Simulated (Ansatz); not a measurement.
One change: `N=[C](O)[AlH][SH]` becomes `N=[C](O)[GeH2][NH2]`.

Ansatz, PBE0-D4/def2-TZVP geometries, multiplicity 1. Each molecule was computed in one conformer, which needn't be the lowest.

Scalar relativity is left out up to krypton.

| property | `N=[C](O)[AlH][SH]` |
| --- | --- |
| LUMO energy (B3LYP/def2-TZVPP) / eV | -1.78 |
| HOMO energy (PBE0/def2-TZVPP) / eV | -7.80 |
| LUMO energy (PBE0/def2-TZVPP) / eV | -1.58 |
| size of the dipole moment (ωB97M-V/def2-TZVPP) / D | 2.63 |
| size of the dipole moment (B3LYP/def2-TZVPP) / D | 2.59 |
| size of the dipole moment (PBE/def2-TZVPP) / D | 2.63 |

Q: Give the same properties after the change, and the shifts. (An estimate is asked.)

A: Ansatz gave: 
```json
{"property": "LUMO energy (B3LYP/def2-TZVPP) / eV", "`N=[C](O)[GeH2][NH2]`": "-0.55", "shift": "1.23"}
{"property": "HOMO energy (PBE0/def2-TZVPP) / eV", "`N=[C](O)[GeH2][NH2]`": "-7.16", "shift": "0.64"}
{"property": "LUMO energy (PBE0/def2-TZVPP) / eV", "`N=[C](O)[GeH2][NH2]`": "-0.29", "shift": "1.29"}
{"property": "size of the dipole moment (ωB97M-V/def2-TZVPP) / D", "`N=[C](O)[GeH2][NH2]`": "0.72", "shift": "-1.91"}
{"property": "size of the dipole moment (B3LYP/def2-TZVPP) / D", "`N=[C](O)[GeH2][NH2]`": "0.72", "shift": "-1.87"}
{"property": "size of the dipole moment (PBE/def2-TZVPP) / D", "`N=[C](O)[GeH2][NH2]`": "0.76", "shift": "-1.87"}
```

With PBE0 the HOMO rises by 0.64 eV and the LUMO rises by 1.29 eV, so the gap widens by about 0.65 eV. PBE moves the HOMO by 0.66 eV and ωB97M-V by 0.53 eV. Dipoles are sizes alone; their direction can turn.

B3LYP here is the variant with VWN-RPA as its local correlation; programs differ in this.
